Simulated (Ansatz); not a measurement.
Reaction (ligand exchange at the Sb–C bond): `O[SiH2][CH2][SbH2]` + `N[SiH](O)F` → `N[SiH](F)[O][SbH2]` + `C[SiH2]O`

Calculated with Ansatz (gas phase, PBE0-D4/def2-TZVP geometries, no zero-point term in ΔE). CCSD(T)/CBS adds triple-zeta CCSD(T) − MP2 to the extrapolated MP2 energy (def2 sets, frozen cores). This one scheme is used for every species. DFT in def2-TZVPP. B3LYP here is the variant with VWN-RPA as its local correlation; programs differ in this. HSE06 is defined as in plane-wave codes. def2 core potentials past Kr. For Sb outer-core shells are correlated without core-valence functions, which leaves a few kJ/mol of doubt a bond. Each species was taken in one conformer, which may not be the lowest.

| level | ΔE (kcal/mol) | difference from CCSD(T)/CBS |
| --- | --- | --- |
| PBE-D4 | -6.1 | -0.5 |
| revPBE-D4 | -6.0 | -0.4 |
| BLYP-D4 | -8.5 | -2.9 |
| r2SCAN-D4 | -7.1 | -1.5 |
| B97M-V | -9.5 | -3.9 |
| PBE0-D4 | -5.2 | 0.4 |
| B3LYP-D4 | -7.8 | -2.2 |
| r2SCANh-D4 | -6.6 | -1.0 |
| r2SCAN0-D4 | -5.9 | -0.3 |
| HSE06-D4 | -5.1 | 0.5 |
| BHLYP-D4 | -7.6 | -2.0 |
| CAM-B3LYP-D4 | -8.2 | -2.6 |
| ωB97X-V | -7.4 | -1.8 |
| ωB97M-V | -6.5 | -0.9 |
| B2PLYP | -7.4 | -1.8 |
| PBE-QIDH | -4.7 | 0.9 |
| revPBE | -7.1 | -1.5 |
| BLYP | -9.5 | -3.9 |
| r2SCAN | -7.2 | -1.6 |
| PBE0 | -5.5 | 0.1 |
| B3LYP | -8.5 | -2.9 |
| r2SCANh | -6.6 | -1.0 |
| r2SCAN0 | -5.9 | -0.3 |
| HSE06 | -5.4 | 0.2 |
| BHLYP | -8.1 | -2.5 |
| CAM-B3LYP | -8.5 | -2.9 |
| RPA@PBE/def2-TZVPP | -6.1 | -0.5 |
| HF/def2-SVP | -7.7 | -2.1 |
| MP2/def2-SVP | -5.8 | -0.2 |
| CCSD(T)/def2-SVP | -6.3 | -0.7 |
| HF/def2-TZVPP | -9.0 | -3.4 |
| MP2/def2-TZVPP | -4.2 | 1.4 |
| SCS-MP2/def2-TZVPP | -6.0 | -0.4 |
| CCSD/def2-TZVPP | -5.5 | 0.1 |
| HF/def2-QZVPP | -9.8 | -4.2 |
| MP2/def2-QZVPP | -4.7 | 0.9 |
| SCS-MP2/def2-QZVPP | -6.5 | -0.9 |
| HF/CBS(def2) | -9.9 | -4.3 |
| MP2/CBS(def2) | -4.6 | 1.0 |
| CCSD/CBS(def2) | -5.9 | -0.3 |
| CCSD(T)/CBS | -5.6 | 0 |

Largest T1 diagnostic among the species: 0.013.

From BLYP to BHLYP (50 % exact exchange), in def2-TZVPP and without D4, ΔE moves by +1.3 kcal/mol. Leaving LDA and LC-ωPBE aside and taking each functional with its dispersion term where it has one, the values spread over 4.8 kcal/mol, from B97M-V to PBE-QIDH. LDA lies +2.3 kcal/mol from PBE without D4. In def2-TZVPP, CCSD(T) changes the Hartree–Fock value by +3.8 kcal/mol (the triples alone add +0.3 kcal/mol) and MP2 by +4.8 kcal/mol.

CCSD(T)/CBS has its own doubt, a few kJ/mol and more with outer-core shells, so smaller differences from it don't rank the levels.
